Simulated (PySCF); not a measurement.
What binds GaO⁻: the parts of the energy along the bond

State: ¹Σ⁺, singlet, closed shell. RHF-based CCSD(T) in PySCF 2.14 with Ga aug-cc-pwCVDZ-PP with ECP10, O aug-cc-pVDZ and Ga aug-cc-pwCVTZ-PP with ECP10, O aug-cc-pVTZ (frozen core orbitals: 5; scalar-relativistic core potentials). Correlation energies are extrapolated as n⁻³ (n = 2, 3), Hartree–Fock as (n+1)·exp(−9√n). CV is the change on freezing 4 orbitals instead, in Ga cc-pwCVTZ-PP with ECP10, O cc-pwCVTZ. All energies in eV from Ga + O⁻.

| R (Å) | HF/CBS | CCSD corr. | (T) | CV | total |
| --- | --- | --- | --- | --- | --- |
| 1.5273 | -2.793 | -1.729 | -0.2565 | -0.0077 | -4.787 |
| 1.5968 | -3.241 | -1.749 | -0.2797 | -0.0053 | -5.276 |
| 1.6662 | -3.395 | -1.784 | -0.3065 | -0.0034 | -5.489 |
| 1.7356 | -3.345 | -1.829 | -0.3367 | -0.0019 | -5.513 |
| 1.8050 | -3.155 | -1.882 | -0.3701 | -0.0007 | -5.408 |
| 1.8918 | -2.790 | -1.955 | -0.4161 | 0.0004 | -5.161 |
| 1.9786 | -2.341 | -2.032 | -0.4664 | 0.0011 | -4.839 |

A fit to the total gives Re = 1.7108 Å, De = 5.522 eV, ωe = 798.3 cm⁻¹, Be = 0.4437 cm⁻¹ (masses 68.9256 and 15.9949 u).

Problem. At R = 1.7356 Å the CCSD correlation energy is -0.518691 hartree in the smaller basis and -0.766674 in the larger. Extrapolate it.

Solution. (3³·E3 − 2³·E2)/(3³ − 2³) = -0.87109 hartree; the larger basis holds 88.0 % of it.

The T1 diagnostic is 0.031, large enough to doubt a single reference. The open-shell atoms are computed with UHF. Spin–orbit coupling, excitations beyond (T) and corrections to the Born–Oppenheimer picture are left out.
